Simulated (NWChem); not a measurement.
# SeF3 cation; SMILES F[Se+](F)F

```xyz
4

Se     0.0000     0.0000     0.3521
F     -1.4074     0.3470    -0.4789
F      1.0042     1.0453    -0.4789
F      0.4032    -1.3924    -0.4789
```
Atoms are numbered in this order, from 1.

Level: PBE0/def2-SVP (NWChem), optimised geometry, unscaled harmonic frequencies. This build's default masses of Se (78.918 u) and Br (79.917 u) are each other's, which moves their modes by up to 0.6 %.

```
frequency (cm⁻¹)  IR intensity (km/mol)
----------------  ---------------------
277                                 6.5
277                                 6.5
353                                26.2
806                                80.7
806                                80.7
814                                33.4
```

- zero-point energy = 4.8 kcal/mol
- thermal correction to the enthalpy at 298.15 K (with zero-point energy) = 8.1 kcal/mol
- heat capacity Cv = 12.9 cal/(mol K)
- entropy at 298.15 K and 1 atm (symmetry number 3) = 68.4 cal/(mol K)

Rigid rotor and harmonic oscillator.
